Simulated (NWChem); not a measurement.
System meant: C₂H₃BrClF; SMILES F[C@](Br)(Cl)C

NWChem input:

```
start job
memory heap 200 mb stack 900 mb global 1100 mb
geometry units angstroms noautoz
  C     -1.341920     0.793723    -1.137622
  C     -0.415806     0.552350     0.023030
  F     -1.061070     0.745500     1.181208
  Cl     0.974748     1.659607    -0.028222
  Br     0.234051    -1.296572     0.013829
  H     -2.199797     0.111406    -1.062579
  H     -0.822289     0.626173    -2.088230
  H     -1.695579     1.834083    -1.091017
end
basis spherical
  C library def2-svp
  F library def2-svp
  Cl library def2-svp
  Br library def2-svp
  H library def2-svp
end
dft
  xc xpbe96 cpbe96
  iterations 4
  mulliken
end
task dft energy
```

End of the output:

```
    Atom       Charge   Shell Charges
 -----------   ------   -------------------------------------------------------
    1 C    6     6.09   1.96  0.59  0.31  1.92  1.24  0.07
    2 C    6     6.13   1.96  0.68  0.35  1.74  1.18  0.22
    3 F    9     9.04   1.98  1.02  0.74  3.19  2.10  0.01
    4 Cl  17    16.91   2.00  1.96  1.05  0.78  5.82  2.28  2.99  0.04
    5 Br  35    34.96   2.00  2.00  1.96  1.15  0.73  5.99  5.81  2.48  2.79  7.83  2.04  0.18
    6 H    1     0.96   0.63  0.26  0.07
    7 H    1     0.96   0.63  0.26  0.07
    8 H    1     0.96   0.63  0.26  0.07

 center of mass
 --------------
 x =   0.07855692 y =  -0.15441807 z =   0.06597140

 moments of inertia (a.u.)
 ------------------
        1085.315548053785          -0.000000000000           0.000000000000
          -0.000000000000         498.164092263233          -0.000000000000
           0.000000000000          -0.000000000000        1235.928099159115

     Multipole analysis of the density
     ---------------------------------

     L   x y z        total         alpha         beta         nuclear
     -   - - -        -----         -----         ----         -------
     0   0 0 0     -0.000000    -38.000000    -38.000000     76.000000

     1   1 0 0     -0.461824     -0.230912     -0.230912     -0.000000
     1   0 1 0      0.187177      0.093589      0.093589      0.000000
     1   0 0 1     -0.514211     -0.257106     -0.257106     -0.000000

     2   2 0 0    -34.664337   -103.592068   -103.592068    172.519799
     2   1 1 0     -0.867552      1.611831      1.611831     -4.091213
     2   1 0 1      1.279501     -5.851858     -5.851858     12.983216
     2   0 2 0    -35.193275   -231.992038   -231.992038    428.790801
     2   0 1 1     -0.800505      3.664210      3.664210     -8.128926
     2   0 0 2    -35.424781    -66.130496    -66.130496     96.836211

 ------------------------------------------------------------------------
 dft energy failed                                                                                  0
 ------------------------------------------------------------------------
 ------------------------------------------------------------------------
  current input line :
    25: task dft energy
 ------------------------------------------------------------------------
 ------------------------------------------------------------------------
 This type of error is most commonly associated with calculations not reaching convergence criteria
 ------------------------------------------------------------------------
 For more information see the NWChem manual at https://nwchemgit.github.io

0:dft energy failed:Received an Error in Communication
```

Task: Find the fault in this run and fix the input.

Result: The run did not converge; its last values are not results. Cause: the SCF was allowed too few iterations. This input runs:
```
start job
memory heap 200 mb stack 900 mb global 1100 mb
geometry units angstroms noautoz
  C     -1.341920     0.793723    -1.137622
  C     -0.415806     0.552350     0.023030
  F     -1.061070     0.745500     1.181208
  Cl     0.974748     1.659607    -0.028222
  Br     0.234051    -1.296572     0.013829
  H     -2.199797     0.111406    -1.062579
  H     -0.822289     0.626173    -2.088230
  H     -1.695579     1.834083    -1.091017
end
basis spherical
  * library def2-svp
end
dft
  xc xpbe96 cpbe96
  iterations 150
  mulliken
end
task dft energy
```
It converges to -3210.84993 Ha (PBE/def2-SVP).
